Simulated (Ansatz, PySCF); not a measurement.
InI₃, SMILES [I][In]([I])[I]. Atoms are numbered in the order given.

```xyz
4

In    -0.0001     0.0000     0.0000
I      2.6548     0.0000     0.0000
I     -1.3274    -2.2992     0.0000
I     -1.3274     2.2992     0.0000
```
Charge 0, spin multiplicity 1.

Coordinates come from a PBE0-D3(BJ)/def2-SVP optimisation. The isomer is the one that the SMILES or the coordinates give; other isomers of the formula were not compared. The def2 effective core potentials stand for the cores of I, In; spin–orbit coupling is left out.

Two levels are set side by side: PBE-D3(BJ)/def2-SVP (Ansatz, a first-principles code) and PBE0-D3(BJ)/def2-SVP (Ansatz). Each level has its own optimised geometry; the coordinates shown are those of the second. Frequencies come from the Hessian of PySCF at each geometry. Differences are taken from unrounded values.

| quantity | PBE0-D3(BJ) | PBE-D3(BJ) | PBE-D3(BJ) minus PBE0-D3(BJ) |
|---|---|---|---|
| mean bond length (Å) | 2.655 | 2.684 | 0.029 |
| bond In1–I2 (Å) | 2.655 | 2.684 | 0.029 |
| bond In1–I3 (Å) | 2.655 | 2.684 | 0.029 |
| bond In1–I4 (Å) | 2.655 | 2.684 | 0.029 |
| highest harmonic wavenumber (cm⁻¹) | 234 | 221 | -13 |
| mean harmonic wavenumber (cm⁻¹) | 129 | 122 | -7 |
| zero-point energy (kcal/mol) | 1.11 | 1.04 | -0.06 |

GGA bonds tend to be longer and softer than those of functionals with exact exchange. Differences between two approximate levels are no errors against the true value.
